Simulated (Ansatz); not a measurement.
Geometry optimisation, UKS PBE0/6-31G* in Ansatz.

The input (input.yaml):

```yaml
crystal:
  periodic: [false, false, false]
  atoms:
    - { symbol: O, position_ang: [0.8593, 1.4916, -0.2665] }
    - { symbol: C, position_ang: [0.7823, 0.1072, -0.492] }
    - { symbol: S, position_ang: [-0.5883, -0.3995, -1.4112] }
    - { symbol: Si, position_ang: [-0.0809, -0.9133, 0.6822] }
    - { symbol: O, position_ang: [-1.4092, -0.2461, 1.4933] }
    - { symbol: H, position_ang: [0.5513, 2.0053, -1.1036] }
    - { symbol: H, position_ang: [1.7588, -0.3287, -0.7813] }
    - { symbol: H, position_ang: [-1.45618, -1.07152, -2.24761] }
    - { symbol: H, position_ang: [-1.7042, 0.6243, 1.1814] }
magnetization:
  spin_polarized: true
basis:
  gaussian: { orbitals: "6-31G*" }
hamiltonian:
  xc: pbe0
relax:
  f_tol: 0.02
  max_steps: 50
output:
  orbitals: {}
```

Launched with:

```bash
$ ansatz run input.yaml --threads 2 --pin off --max-ram 3072MiB --backend cpu --events-out ev --progress --plain --runs-dir out
```

**Question.** Where does it end, and by what steps?

**Answer.** The run converged. After 13 steps the energy has fallen by 2.829 eV; H8 moved furthest, 1.03 Å.

```json
{"step": "0", "energy less start (eV)": "0.0000", "largest force component (eV/Å)": "5.117", "accepted": "yes"}
{"step": "1", "energy less start (eV)": "-1.0711", "largest force component (eV/Å)": "3.626", "accepted": "yes"}
{"step": "2", "energy less start (eV)": "-1.7952", "largest force component (eV/Å)": "1.890", "accepted": "yes"}
{"step": "3", "energy less start (eV)": "-2.1784", "largest force component (eV/Å)": "1.852", "accepted": "yes"}
{"step": "4", "energy less start (eV)": "-2.5311", "largest force component (eV/Å)": "0.726", "accepted": "yes"}
{"step": "5", "energy less start (eV)": "-2.6441", "largest force component (eV/Å)": "0.581", "accepted": "yes"}
{"step": "6", "energy less start (eV)": "-2.7333", "largest force component (eV/Å)": "1.407", "accepted": "yes"}
{"step": "7", "energy less start (eV)": "-2.7878", "largest force component (eV/Å)": "0.546", "accepted": "yes"}
{"step": "8", "energy less start (eV)": "-2.8086", "largest force component (eV/Å)": "0.449", "accepted": "yes"}
{"step": "9", "energy less start (eV)": "-2.8220", "largest force component (eV/Å)": "0.238", "accepted": "yes"}
{"step": "10", "energy less start (eV)": "-2.8276", "largest force component (eV/Å)": "0.096", "accepted": "yes"}
{"step": "11", "energy less start (eV)": "-2.8291", "largest force component (eV/Å)": "0.059", "accepted": "yes"}
{"step": "12", "energy less start (eV)": "-2.8290", "largest force component (eV/Å)": "0.060", "accepted": "no"}
{"step": "13", "energy less start (eV)": "-2.8293", "largest force component (eV/Å)": "0.014", "accepted": "yes"}
```

```xyz
9
Properties=species:S:1:pos:R:3
O 0.406 1.358 -0.114
C 0.416 0.034 -0.532
S -1.022 -0.286 -1.717
Si -0.453 -1.171 0.733
O -1.197 0.024 1.624
H 0.607 1.949 -0.856
H 1.339 -0.261 -1.042
H -0.462 -1.298 -2.406
H -0.922 0.921 1.365
```

Run time: 100 s on 2 threads of Arm Neoverse N1, on a shared host, peak memory 0.27 GiB.
